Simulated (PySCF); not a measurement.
Al(Cl)(NHMe)(OH) (CH5AlClNO), SMILES [Al]([Cl])([NH]C)[OH].

Coordinates come from a PBE-D3(BJ)/def2-SVP optimisation. The structure was generated by enumeration; whether it is a known compound was not checked. Other conformers were not sampled.

Calculation: TDDFT-PBE/def2-SVPD (PySCF).

Vertical excitations. Isolated molecule, no solvent. State labels are in the subgroup Cs.

| state | symmetry | energy (eV) | λ (nm) | f | main pairs |
|---|---|---|---|---|---|
| S1 | A" | 4.22 | 294 | 0.009 | HOMO→LUMO 100 % |
| S2 | A' | 5.78 | 214 | 0.117 | HOMO→LUMO+1 95 % |
| S3 | A" | 5.91 | 210 | 0.011 | HOMO→LUMO+2 96 % |
| S4 | A" | 5.94 | 209 | 0.000 | HOMO→LUMO+3 97 % |
| S5 | A" | 6.21 | 200 | 0.003 | HOMO−1→LUMO 99 % |
| S6 | A' | 6.29 | 197 | 0.054 | HOMO−2→LUMO 96 % |
| S7 | A" | 6.51 | 191 | 0.001 | HOMO→LUMO+4 99 % |
| S8 | A" | 6.76 | 183 | 0.079 | HOMO−3→LUMO 95 % |
| S9 | A' | 6.92 | 179 | 0.033 | HOMO−4→LUMO 86 % |
| S10 | A" | 7.00 | 177 | 0.023 | HOMO→LUMO+5 97 % |
| T1 | A" | 3.98 | 311 | 0 | HOMO→LUMO 99 % |
| T2 | A' | 4.90 | 253 | 0 | HOMO→LUMO+1 99 % |
| T3 | A" | 5.77 | 215 | 0 | HOMO→LUMO+2 79 %, HOMO→LUMO+3 20 % |
| T4 | A" | 5.81 | 214 | 0 | HOMO→LUMO+3 79 %, HOMO→LUMO+2 20 % |
Triplets are in the Tamm–Dancoff approximation, which puts them higher than full response would, so one can lie above its singlet here.
